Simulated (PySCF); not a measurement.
Choosing a molecule for a target property.

Species are written as SMILES; each is one conformer at its optimised geometry, gas phase, non-relativistic unless stated; the electronic structure was computed with PySCF and density fitting.

The conformers computed, where there is a choice (atom-mapped SMILES and torsion angles):
- `[CH3:1][CH2:2][S:3][SiH2:4][C:5]([F:6])([F:7])[F:8]`: C1–C2–S3–Si4 -75°, C2–S3–Si4–C5 -177°, S3–Si4–C5–F6 -68°
- `[SiH3:1][SiH2:2][c:3]1[cH:4][cH:5][n:6][cH:7][cH:8]1`: Si1–Si2–C3–C4 89°
- `[H]/[P:4]=[CH:3]\[CH:2]=[CH2:1]`: C1–C2–C3–P4 180°
- `[CH3:1][C@@H:2]1[NH:3][C@H:4]1[CH2:5][F:6]`: N3–C4–C5–F6 157°
- `[CH3:1][S:2][c:3]1[cH:4][cH:5][o:6][cH:7]1`: C1–S2–C3–C4 180°
- `[CH3:1][S:2][c:3]1[cH:4][cH:5][cH:6][o:7]1`: C1–S2–C3–C4 180°
- `[N:1]#[C:2][C:3]1=[C:4]([CH2:5][SiH3:6])[CH2:7][SiH2:8]1`: C3–C4–C5–Si6 91°

Task: Wanted: electronic spatial extent ⟨r²⟩ about the centre of nuclear charge above 1300 bohr² (CAM-B3LYP/def2-SVPD) and lowest singlet excitation above 5.3 eV (TDDFT CAM-B3LYP/def2-SVPD), at GFN2-xTB geometries. Which candidate meets both?
A. `[SiH3][SiH2]c1ccncc1`
B. `C[C@@H]1N[C@H]1CF`
C. `CSc1ccoc1`
D. `n1([SiH3])nc(cc1)F`
E. `CCS[SiH2]C(F)(F)F`
F. `[H]/P=C\C=C`

Result: E. Computed values:
| species | electronic spatial extent ⟨r²⟩ about the centre of nuclear charge | lowest singlet excitation |
| --- | --- | --- |
| [H]/P=C\C=C | 472 bohr² | 4.59 eV |
| C[C@@H]1N[C@H]1CF | 680 bohr² | 6.88 eV |
| CSc1ccoc1 | 943 bohr² | 5.22 eV |
| n1([SiH3])nc(cc1)F | 957 bohr² | 6.57 eV |
| [SiH3][SiH2]c1ccncc1 | 1714 bohr² | 4.83 eV |
| CCS[SiH2]C(F)(F)F | 1769 bohr² | 5.47 eV |

Task: Wanted: HOMO energy between -8.75 eV and -7.4 eV (CAM-B3LYP/def2-SVPD) and dipole moment above 2 D (CAM-B3LYP/def2-SVPD), at GFN2-xTB geometries. Which candidate meets both?
A. `CSc1ccco1`
B. `C(=C)/C=P\[H]`
C. `CCS[SiH2]C(F)(F)F`
D. `c1(F)ccn([SiH3])n1`

Result: C. Computed values:
```csv
species,HOMO energy,dipole moment
c1(F)ccn([SiH3])n1,-8.81 eV,3.66 D
CCS[SiH2]C(F)(F)F,-8.70 eV,4.32 D
C(=C)/C=P\[H],-7.92 eV,1.33 D
CSc1ccco1,-6.96 eV,1.03 D
```

Task: Wanted: static isotropic polarisability between 76 au and 100 au (CAM-B3LYP/def2-SVPD) and smallest rotational constant above 1.25 GHz (GFN2-xTB), at GFN2-xTB geometries. Which candidate meets both?
A. `CSc1ccco1`
B. `[SiH3][SiH2]c1ccncc1`
C. `C[C@@H]1N[C@H]1CF`
D. `CCS[SiH2]C(F)(F)F`
E. `CSc1ccoc1`
F. `Fc1ccn([SiH3])n1`

Result: A. Computed values:
```csv
species,static isotropic polarisability,smallest rotational constant
C[C@@H]1N[C@H]1CF,56.0 au,1.801 GHz
Fc1ccn([SiH3])n1,71.9 au,1.152 GHz
CSc1ccoc1,79.5 au,1.209 GHz
CSc1ccco1,81.4 au,1.282 GHz
CCS[SiH2]C(F)(F)F,86.4 au,0.638 GHz
[SiH3][SiH2]c1ccncc1,118.6 au,0.706 GHz
```

Task: Wanted: HOMO–LUMO gap below 8.2 eV (CAM-B3LYP/def2-SVPD) and lowest triplet excitation (Tamm–Dancoff) below 3 eV (TDA CAM-B3LYP/def2-SVPD), at GFN2-xTB geometries. Which candidate meets both?
A. `[H]/P=C\C=C`
B. `CCS[SiH2]C(F)(F)F`
C. `N#CC1=C(C[SiH3])C[SiH2]1`
D. `[SiH3][SiH2]C1=CC=NC=C1`
E. `C[C@@H]1N[C@H]1CF`
F. `n1n([SiH3])ccc1F`
G. `CSc1ccco1`

Result: A. Computed values:
| species | HOMO–LUMO gap | lowest triplet excitation (Tamm–Dancoff) |
| --- | --- | --- |
| [H]/P=C\C=C | 6.84 eV | 2.14 eV |
| CSc1ccco1 | 8.03 eV | 3.67 eV |
| N#CC1=C(C[SiH3])C[SiH2]1 | 8.36 eV | 3.57 eV |
| [SiH3][SiH2]C1=CC=NC=C1 | 8.66 eV | 4.16 eV |
| CCS[SiH2]C(F)(F)F | 9.09 eV | 5.14 eV |
| n1n([SiH3])ccc1F | 9.65 eV | 4.67 eV |
| C[C@@H]1N[C@H]1CF | 10.08 eV | 6.62 eV |
